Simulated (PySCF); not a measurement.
C3H10Si3, SMILES C=CC1[SiH2][SiH2][SiH2]1. Atoms are numbered in the order given.

```xyz
16

C      3.3377     0.3434     0.0000
C      2.1784    -0.3267     0.0000
C      0.8143     0.2764     0.0000
Si    -0.3842    -0.1732    -1.4433
Si    -2.2160     0.2136     0.0000
Si    -0.3842    -0.1732     1.4433
H      3.3668     1.4381     0.0000
H      4.2970    -0.1803     0.0000
H      2.2091    -1.4245     0.0000
H      0.8786     1.3816     0.0000
H     -0.2662    -1.6298    -1.7537
H     -0.1761     0.6092    -2.6973
H     -3.3874    -0.7070     0.0000
H     -2.6800     1.6330     0.0000
H     -0.1761     0.6092     2.6973
H     -0.2662    -1.6298     1.7537
```
Charge 0, spin multiplicity 1.

The structure is a stationary point at B3LYP-D3(BJ)/def2-SVP. This is a generated structure with no PubChem entry under its InChIKey; it may be hypothetical. One conformer was computed; it need not be the lowest.

Method: PySCF with SMD-ωB97X/def2-SVP.

Solvation free energies are E(SMD) − E(gas) at the gas-phase geometry, for 1 M in both phases. In vacuum the dipole moment is 0.35 D.

Q: Rank water, N,N-dimethylformamide, toluene by solvation free energy, most negative first.

A: toluene (-2.0 kcal/mol), N,N-dimethylformamide (-1.1 kcal/mol), water (3.3 kcal/mol)
